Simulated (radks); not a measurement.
The europium ion Eu+, 62 electrons, occupied as [Xe] 4f7 6p1 (not the ground configuration). Calculated with a radial shooting solver on a logarithmic mesh with Libxc functionals: scalar-relativistic Kohn-Sham, PBE, spin-polarised, spherical densities, finite nucleus; open shells are filled with parallel spins first (spin-orbit coupling, left out, can overturn this in heavy ions); Fermi nuclear charge, rms radius 5.1115 fm.

Unscreened Slater integrals over Kohn-Sham orbitals (hartree). They are taken over the spin-up orbitals.

\begin{tabular}{lr}
integral & value \\ \hline
F0(6p,6p) & 0.18707 \\
F2(6p,6p) & 0.10341 \\
F0(6p,4f) & 0.24387 \\
F2(6p,4f) & 0.028944 \\
G2(6p,4f) & 0.0077446 \\
G4(6p,4f) & 0.0068832 \\
F0(6p,5p) & 0.23609 \\
F2(6p,5p) & 0.050334 \\
G0(6p,5p) & 0.0094169 \\
G2(6p,5p) & 0.012476 \\
F0(6p,5s) & 0.23893 \\
G1(6p,5s) & 0.015242 \\
F0(4f,4f) & 1.0014 \\
F2(4f,4f) & 0.46135 \\
F4(4f,4f) & 0.28671 \\
F6(4f,4f) & 0.20551 \\
F0(4f,5p) & 0.66214 \\
F2(4f,5p) & 0.23628 \\
G2(4f,5p) & 0.13445 \\
G4(4f,5p) & 0.10118 \\
F0(4f,5s) & 0.74565 \\
G3(4f,5s) & 0.15269 \\
F0(5p,5p) & 0.55992 \\
F2(5p,5p) & 0.30092 \\
F0(5p,5s) & 0.60106 \\
G1(5p,5s) & 0.40034 \\
F0(5s,5s) & 0.65538 \\
\end{tabular}

Derived for the open shells (J is the average intra-shell exchange parameter used in DFT+U). 4f: F4/F2 = 0.621, F6/F2 = 0.445, J = (286 F2 + 195 F4 + 250 F6)/6435 = 0.03718 hartree. 6p: J = F2/5 = 0.02068 hartree.
